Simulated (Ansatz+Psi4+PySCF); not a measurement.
Values are calculated unless marked as measured or tabulated.
Input for Psi4 1.11:

```
molecule {
0 2
Be 0.000000 0.000000 0.269650
H 0.000000 0.000000 -1.752750
}

basis {
assign Be cc-pCVTZ
assign H cc-pVTZ
}
set reference uhf
set scf_type pk
set mp2_type conv
set cc_type conv
set num_frozen_docc 0
energy('mp2')
```

The input is written out from the run's settings.

The run gave:

| Quantity | Value |
| --- | --- |
| Converged | yes |
| Reference energy | -15.10085 hartree |
| Correlation energy | -0.06937 hartree |
| Total energy | -15.17023 hartree |
| Spin squared of the determinant | 0.878 |

Caution: large amplitudes, a single reference is doubtful; the unrestricted determinant is spin contaminated.
